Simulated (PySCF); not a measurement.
# One molecule, many inputs

Molecule: 3-furoic acid (SMILES O=C(O)c1ccoc1); geometry GFN2-xTB.

Bonds (- single, = double, # triple, : aromatic): O1=C2 1.206 Å, C2-O3 1.342 Å, C2-C4 1.462 Å, C4:C5 1.426 Å, C5:C6 1.357 Å, C6:O7 1.348 Å, O7:C8 1.330 Å, C8:C4 1.372 Å. O3 carries H9; C5 carries H10; C6 carries H11; C8 carries H12.

All runs: PySCF 2.14.0 with density-fitted response routines, non-relativistic, gas phase unless a solvent (IEF-PCM) is named; grid level 2, GIAOs and SCF threshold 1e-9 unless changed. The yardstick, PBE0/pcSseg-1, gives these isotropic shieldings σ (ppm, equivalent atoms averaged): O1 -77.4, C2 19.4, C4 61.9, C5 67.9, H12 23.41, H11 24.22, H9 25.50.

(1) What do these inputs give? (1) solvent methanol; PBE0/aug-cc-pVDZ; (2) WP04/6-311+G(2d,p); (3) PBE00/6-311+G(2d,p); conv 0.001; max_cycle 63

(2) Comment on the technical settings and failures.

Answers

(1) 
| run | outcome | functions | wall time | O1 | C2 | C4 | C5 | H12 | H11 | H9 |
| --- | --- | --- | --- | --- | --- | --- | --- | --- | --- | --- |
| 1 | converged | 220 | 63 s | -5.4 | 32.9 | 77.2 | 85.9 | 23.12 | 23.82 | 24.78 |
| 2 | converged | 240 | 64 s | -66.1 | 12.4 | 52.8 | 61.6 | 24.15 | 24.95 | 26.33 |
| 3 | refused | – | 0.37 s | – | – | – | – | – | – | – |

Times are on 1 thread of an AMD EPYC, shared host.

(2) 
- Run 3: The program stopped with: KeyError: "LibXCFunctional: name 'PBE00' not found."

Run 3 was set up unsoundly or failed; its numbers aren't to be quoted as properties of the molecule.
